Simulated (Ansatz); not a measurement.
Reaction (formal exchange of groups at the Si–C bond): `N=C=C(F)[SiH3]` + `FC[C]1=[CH][AlH]1` → `FC[C]1=[C]([SiH3])[AlH]1` + `N=C=CF`

Program: Ansatz. Geometries: PBE0-D4/def2-TZVP. ΔE: electronic, gas phase. CBS: MP2 limit from def2 TZ/QZ plus the TZ coupled-cluster correction, frozen cores. Functionals use def2-TZVPP. Each species was taken in one conformer, which may not be the lowest.

```
        level  ΔE (kcal/mol)
      ωB97X-V           -1.8
MP2/CBS(def2)           -2.3
```

Q: What does CCSD(T)/CBS give? (Estimate.)

A: Ansatz gave: -2.3 kcal/mol. The listed levels differ from it by 0.5, 0.0 kcal/mol.

Largest T1 diagnostic among the species: 0.015.

In def2-TZVPP, CCSD(T) changes the Hartree–Fock value by −1.6 kcal/mol (the triples alone add −0.2 kcal/mol) and MP2 by −1.6 kcal/mol. The D4 term adds −1.2 kcal/mol with B3LYP and −0.6 kcal/mol with PBE0; it sums over pairs of atoms, weighted by their polarisabilities, and B3LYP, whose exchange is more repulsive, gets the larger term.

B3LYP here is the variant with VWN-RPA as its local correlation; programs differ in this.
